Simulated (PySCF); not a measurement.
# A single-point calculation

[PbI2]2+ (singlet). PySCF 2.14.0, RKS PBE0, Pb def2-SVP with ECP60, I def2-SVP with ECP28; non-relativistic Hamiltonian with scalar-relativistic core potentials where named; density fitting; no spin-orbit coupling. Purpose: finer grid at the relaxed geometry.

```python
mol = gto.M(atom='''
Pb     0.00000    -0.00000     0.13042
I      2.64205    -0.00000     0.12821
I     -2.64205     0.00000     0.12821''',
    basis={'Pb': 'def2-SVP', 'I': 'def2-SVP'},
    ecp={'Pb': 'def2-SVP', 'I': 'def2-SVP'},
    charge=2, spin=0)
mf = dft.RKS(mol, xc='PBE0')
mf.grids.atom_grid = (75, 302)
mf = mf.density_fit()  # fitting sets: Pb def2-universal-JKFIT, I def2-universal-JKFIT
mf.conv_tol = 1e-09; mf.max_cycle = 55
mf.kernel(dm0)  # dm0: converged density of the relaxed state
mf.nuc_grad_method().kernel()
```

Run from Python with OMP_NUM_THREADS=2; the lines above give its settings. Where DIIS fails, smearing, a level shift and second-order steps follow.
It took 5.8 s on 2 threads of Arm Neoverse V1, on a shared host, with gradient, populations and further properties, from an already converged density.

Question: Where do the frontier levels lie, over both spins?

Answer: HOMO -18.18 eV, LUMO -15.50 eV. 

Question: What are the Mulliken charges and spins?

Answer: 
```
atom  charge (e)  spin (e)
 Pb1       0.989     0.000
  I2       0.506     0.000
  I3       0.506     0.000
```

Question: What forces act on the atoms (eV/Å)?

Answer: 
```
Pb  0.00 0.00 0.00
I   0.00 0.00 0.00
I   0.00 0.00 0.00
```
Forces carry noise of the integration grid, about 0.01 to 0.03 eV/Å.
